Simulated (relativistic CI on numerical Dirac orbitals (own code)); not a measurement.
# One change at a time: La LVI

Base calculation: Dirac-Coulomb-Breit CI, KLI orbitals optimised for each configuration, model QED (radiative potential, 1s self-energy scaled to tabulated hydrogen-like ionisation energies), unscaled Slater integrals.

Configuration list: 1s², 1s2s, 1s2p, 1s3s, 1s3p, 1s3d, 1s4s, 1s4p, 1s4d, 1s4f, 1s5s, 1s5p, 1s5d, 1s5f, 1s5g, 1s6s, 1s6p, 1s6d, 2s². Levels of other configurations are missing.

Variants: (1) Breit term removed. Shifts of the energy above 1s² ¹S0, in eV, for the lowest level and the first level of each name with at least 55 % of one term (blank where a level changes its place among those of its configuration and J or its character, or is not in the variant):

| Level | Base | Δ(1) |
| --- | --- | --- |
| 1s² ¹S0 | 0.0 | 0.0 |
| 1s2s ³S1 | 33754.3 | +69.6 |
| 1s2p ³P°1 | 33837.0 | +68.3 |
| 1s2p ³P°0 | 33846.1 | +42.9 |
| 1s2s ¹S0 | 33847.7 | +55.6 |
| 1s2p ³P°2 | 34329.5 | +68.1 |
| 1s2p ¹P°1 | 34366.9 | +64.4 |
| 1s3s ³S1 | 40155.3 | +69.6 |
| 1s3p ³P°1 | 40177.8 | +69.2 |
| 1s3p ³P°0 | 40180.3 | +62.5 |
| 1s3s ¹S0 | 40180.3 | +65.5 |
| 1s3p ³P°2 | 40324.3 | +69.3 |
| 1s3d ³D2 | 40333.0 | +70.3 |
| 1s3d ³D1 | 40334.8 | +68.3 |
| 1s3p ¹P°1 | 40335.1 | +68.0 |
| 1s3d ³D3 | 40378.4 | +70.1 |
| 1s3d ¹D2 | 40379.9 | +68.9 |
| 1s4s ³S1 | 42365.2 | +69.6 |
| 1s4p ³P°1 | 42374.3 | +69.4 |
| 1s4p ³P°0 | 42375.3 | +66.7 |
| 1s4s ¹S0 | 42375.3 | +67.9 |
| 1s4p ³P°2 | 42435.9 | +69.5 |

At this charge energies of transitions that change n are usually good to better than 1 %, and those within a shell (Δn = 0) to a few per cent.

Ionisation energy from the two ground configurations alone: base 45142 eV; Breit term removed 45211.7 eV. The NIST ASD value (theoretical) is 45145 eV.

LS names give the leading component of a level, which can be under half, so a name can repeat, a term be missing and a line seem to break the LS rules.
